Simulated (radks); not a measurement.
Coulomb parameter of the 4d shell of neutral silver in the model configuration [Kr] 4d8.5 5s1 5p1.5, as a second difference U = [E(n + 0.5) + E(n - 0.5) - 2 E(n)] / (0.5)^2 with all orbitals relaxed. "Bare": the charge of the atom changes with n. "Screened": the 5p shell takes up the change at fixed total charge, which measures U(4d,4d) + U(5p,5p) - 2 U(4d,5p). All-electron calculation, Dirac Kohn-Sham, PBE, spin-unpolarised, spherical densities, finite nucleus; open shells are shared between the two j in proportion to 2j + 1; Fermi nuclear charge, rms radius 4.5454 fm. Program: a radial shooting solver on a logarithmic mesh with Libxc functionals.

| case | configuration | E - E(n) (eV) |
|---|---|---|
| start | [Kr] 4d8.5 5s1 5p1.5 | 0.000 |
| bare +0.5 | [Kr] 4d9 5s1 5p1.5 | -6.214 |
| bare -0.5 | [Kr] 4d8 5s1 5p1.5 | 8.887 |
| screened +0.5 | [Kr] 4d9 5s1 5p1 | -5.682 |
| screened -0.5 | [Kr] 4d8 5s1 5p2 | 6.616 |

U(bare) = 10.694 eV, U(screened by 5p) = 3.736 eV, against the Slater integral F0(4d,4d) = 18.782 eV with frozen orbitals. The step up makes a negative ion, whose loosely bound charge lowers the bare value.
